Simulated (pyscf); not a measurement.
PySCF, gas phase, ωB97X-D3(BJ)/def2-SVP geometries.

For the elementary gas-phase step F–GeH(F)–GeH₃ (SMILES [F][GeH]([F])[GeH3]) → F–GeH₃ (SMILES [F][GeH3]) + F–GeH: (SMILES [F][GeH]) [singlet] (singlet surface; Ge–Ge, F–Ge broken, F–Ge formed), what barrier and reaction energy does ωB97M-D3(BJ)/def2-TZVP give, measured from the reactant's lowest minimum found?

ΔE‡ = 38.6 kcal/mol, ΔE = +34.3 kcal/mol. Zero-point energy shifts the barrier by -0.8 kcal/mol. It is a 1,1-elimination, with an imaginary mode of 251i cm⁻¹. On the product side the descent ends in an adduct with a F–Ge contact (not fully relaxed), 12.5 kcal/mol under the separated species and 11.5 kcal/mol under the saddle at ωB97X-D3(BJ)/def2-TZVP. What is counted as broken (F–Ge) persists as a longer contact in the product adduct; parting that adduct is a step of its own. At ωB97X-D3(BJ)/def2-TZVP the barrier from the zero used here is 42.2 kcal/mol. This is the saddle that the search found; another between the same sides may lie lower. Elements up to Kr have no core potential and no relativistic terms here.
